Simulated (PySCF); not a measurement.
Level of theory: PBE0 in PySCF with Pd def2-TZVP with ECP28, H def2-TZVP; scalar-relativistic core potentials, no spin–orbit coupling; density-fitted integrals.

```xyz
4
charge 1 multiplicity 1, angstrom
Pd    0.0000    0.0000   -0.0304
H     1.0184    0.0000    1.0671
H    -0.5092    0.8820    1.0671
H    -0.5092   -0.8820    1.0671
```

PdH₃⁺ (singlet), along the line from Pd1 (at 0) through H2 (at 1.497 Å). Core electrons replaced by a potential are absent, the electrostatic potential uses the reduced nuclear charge, and values within about 0.7 Å of such atoms have no physical meaning.

Task: Tabulate the fields along this line at 0.82, 0.97, 1.12, 1.27, 1.42, 1.65, 1.80, 1.95, 2.10, 2.25, 2.40 Å.

Result: 
```json
{"distance (Å)": "0.82", "electron density (e/Å³)": "1.82", "electron localisation function": "0.405", "electrostatic potential (V)": "34.2"}
{"distance (Å)": "0.97", "electron density (e/Å³)": "1.24", "electron localisation function": "0.528", "electrostatic potential (V)": "25.5"}
{"distance (Å)": "1.12", "electron density (e/Å³)": "1.17", "electron localisation function": "0.85", "electrostatic potential (V)": "27.7"}
{"distance (Å)": "1.27", "electron density (e/Å³)": "1.41", "electron localisation function": "0.984", "electrostatic potential (V)": "47.8"}
{"distance (Å)": "1.42", "electron density (e/Å³)": "1.97", "electron localisation function": "0.999", "electrostatic potential (V)": "173"}
{"distance (Å)": "1.65", "electron density (e/Å³)": "1.2", "electron localisation function": "0.999", "electrostatic potential (V)": "77.7"}
{"distance (Å)": "1.80", "electron density (e/Å³)": "0.584", "electron localisation function": "0.998", "electrostatic potential (V)": "32"}
{"distance (Å)": "1.95", "electron density (e/Å³)": "0.281", "electron localisation function": "0.994", "electrostatic potential (V)": "18.5"}
{"distance (Å)": "2.10", "electron density (e/Å³)": "0.139", "electron localisation function": "0.988", "electrostatic potential (V)": "12.7"}
{"distance (Å)": "2.25", "electron density (e/Å³)": "0.0703", "electron localisation function": "0.982", "electrostatic potential (V)": "9.78"}
{"distance (Å)": "2.40", "electron density (e/Å³)": "0.0367", "electron localisation function": "0.974", "electrostatic potential (V)": "8.1"}
```

On a grid of 0.07 Å the density has a local minimum along the bond near 1.05 Å from Pd, at 1.16 e/Å³, where the ELF is 0.69.
